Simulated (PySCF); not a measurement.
Species: C2H8N2OSi.
Atom-mapped SMILES: `[CH3:1][C:2](=[O:3])[SiH:4]([NH2:5])[NH2:6]` (hydrogens: H7, H8, H9 on C1; H10 on Si4; H11, H12 on N5; H13, H14 on N6)

Method: PBE0-D3(BJ)/def2-SVP geometry optimisation, gas phase in PySCF 2.14.0; density fitting, grid level 1; the optimiser is geomeTRIC in internal coordinates, started from a GFN2-xTB structure with every atom displaced at random (about 0.01 Å).

Step 4: E = -15091.2328 eV
```
atom  x, y, z in Å  |  force x, y, z in eV/Å
C1      2.1072   -0.3704    0.4299    0.014   0.038  -0.024
C2      0.9701    0.6083    0.5373   -0.020  -0.039   0.019
O3      1.1547    1.8088    0.5785    0.022   0.013  -0.014
Si4    -0.8526   -0.0434    0.6240   -0.049  -0.018  -0.035
N5     -1.7025    1.4047    0.2586    0.044  -0.004   0.033
N6     -1.0706   -1.3719   -0.4632    0.000   0.024  -0.008
H7      1.9528   -1.0290   -0.4393   -0.011   0.004  -0.009
H8      2.1087   -1.0309    1.3117   -0.004  -0.017   0.040
H9      3.0667    0.1593    0.3549    0.016   0.003  -0.002
H10    -1.1057   -0.6505    1.9722   -0.007   0.000  -0.001
H11    -1.1513    2.2529    0.3709   -0.009  -0.006  -0.009
H12    -2.6885    1.5495    0.4300   -0.013   0.014   0.000
H13    -1.0545   -1.1977   -1.4627   -0.020   0.010  -0.021
H14    -1.7456   -2.0952   -0.2423    0.037  -0.022   0.030
```

Step 5: E = -15091.2366 eV
```
atom  x, y, z in Å  |  force x, y, z in eV/Å
C1      2.1085   -0.3675    0.4391    0.005  -0.042   0.019
C2      0.9668    0.6068    0.5334    0.047   0.006  -0.004
O3      1.1537    1.8075    0.5611   -0.027   0.030  -0.004
Si4    -0.8560   -0.0476    0.6160   -0.025   0.016  -0.004
N5     -1.6999    1.4077    0.2676   -0.011  -0.030   0.023
N6     -1.0782   -1.3686   -0.4786   -0.012   0.053  -0.067
H7      1.9537   -1.0353   -0.4238    0.006  -0.002   0.015
H8      2.1102   -1.0171    1.3320    0.007   0.016  -0.034
H9      3.0680    0.1637    0.3574   -0.028  -0.008   0.006
H10    -1.1021   -0.6653    1.9604   -0.010  -0.007   0.002
H11    -1.1383    2.2499    0.3681    0.014   0.008  -0.007
H12    -2.6836    1.5669    0.4428    0.019  -0.014  -0.008
H13    -1.0979   -1.1883   -1.4783   -0.018  -0.014   0.052
H14    -1.7159   -2.1183   -0.2367    0.033  -0.013   0.009
```

Step 6: E = -15091.2401 eV
```
atom  x, y, z in Å  |  force x, y, z in eV/Å
C1      2.1089   -0.3654    0.4549   -0.003  -0.073   0.039
C2      0.9648    0.6080    0.5257    0.063   0.029  -0.014
O3      1.1518    1.8093    0.5304   -0.043   0.026   0.000
Si4    -0.8580   -0.0516    0.6060    0.009   0.025   0.025
N5     -1.6972    1.4097    0.2826   -0.031  -0.021   0.007
N6     -1.0906   -1.3566   -0.5037   -0.034   0.059  -0.082
H7      1.9529   -1.0517   -0.3935    0.015  -0.005   0.025
H8      2.1104   -0.9938    1.3642    0.010   0.030  -0.068
H9      3.0685    0.1643    0.3611   -0.044  -0.010   0.009
H10    -1.0919   -0.6905    1.9428   -0.006  -0.006   0.004
H11    -1.1212    2.2446    0.3593    0.017   0.013  -0.001
H12    -2.6770    1.5862    0.4627    0.027  -0.035  -0.012
H13    -1.1734   -1.1674   -1.4986    0.000  -0.026   0.076
H14    -1.6590   -2.1505   -0.2334    0.020  -0.006  -0.010
```

Question: Estimate the geometry and energy of step 7. (The exact step hangs on the optimiser's Hessian estimate; all steps are aligned on step 6, rigid shifts and turns removed.)

Answer: E = -15091.2418 eV, largest force 0.071 eV/Å
```
atom  x, y, z in Å  |  force x, y, z in eV/Å
C1      2.1085   -0.3664    0.4680   -0.005  -0.045   0.027
C2      0.9659    0.6103    0.5176    0.030   0.023  -0.008
O3      1.1522    1.8118    0.5010   -0.026   0.007  -0.001
Si4    -0.8568   -0.0523    0.6009    0.027   0.006   0.025
N5     -1.6969    1.4096    0.2950   -0.010   0.007  -0.003
N6     -1.1014   -1.3417   -0.5233   -0.046   0.036  -0.040
H7      1.9514   -1.0713   -0.3645    0.011  -0.002   0.015
H8      2.1099   -0.9737    1.3906    0.007   0.020  -0.043
H9      3.0685    0.1594    0.3629   -0.025  -0.005   0.005
H10    -1.0798   -0.7088    1.9316    0.001  -0.001   0.004
H11    -1.1147    2.2420    0.3529    0.002   0.008   0.005
H12    -2.6748    1.5917    0.4770    0.011  -0.033  -0.011
H13    -1.2335   -1.1457   -1.5103    0.013  -0.014   0.042
H14    -1.6095   -2.1702   -0.2386    0.009  -0.005  -0.015
```

The energy changes by -0.0017 eV. The first-order estimate −F·Δx gives -0.0029 eV and the mean of the old and new forces, exact on a quadratic surface, -0.0018 eV. The step makes an angle of 83° with the force vector and moves no atom by more than 0.065 Å.

What follows is the cost of the whole optimisation. On one thread of an Arm Neoverse N1, no GPU, shared host with 64 logical CPUs at a one-minute load of 62, this took 2.2 min wall and 0.50 GiB of memory at its peak.
